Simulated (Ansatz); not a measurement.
A structure relaxed at r2SCAN-D4/def2-SVP in Ansatz, charge 1, singlet:

Cartesian coordinates in Å:
```
V -0.209 -1.027 -1.743
B 0.691 -0.872 0.021
B -1.055 -0.342 -0.082
B -0.153 -0.240 1.362
B 0.256 0.681 -0.842
B -0.539 1.135 0.597
B 1.009 0.665 0.688
```

Task: Give its formula and point group.

Result: VB6⁺. Point group C3v (tolerance 0.1 Å).

Task: Summarise the bond lengths by kind (pairs closer than 1.2 times the sum of covalent radii, bridged metal pairs left out).

Result: 12 × B–B 1.62 to 1.83 Å; 3 × B–V 1.99 Å. The metal has 3 neighbours: B 1.99 Å, B 1.99 Å, B 1.99 Å.

The restricted singlet is unstable towards broken spin symmetry at other levels; at r2SCAN-D4/def2-SVP this wasn't settled. The relaxation made no stability test and no search for a lower SCF solution. No other spin state of charge 1 was run. Another isomer (singlet) lies 0.77 eV lower at PBE0-D4/def2-TZVP; other spin states weren't run for this one.
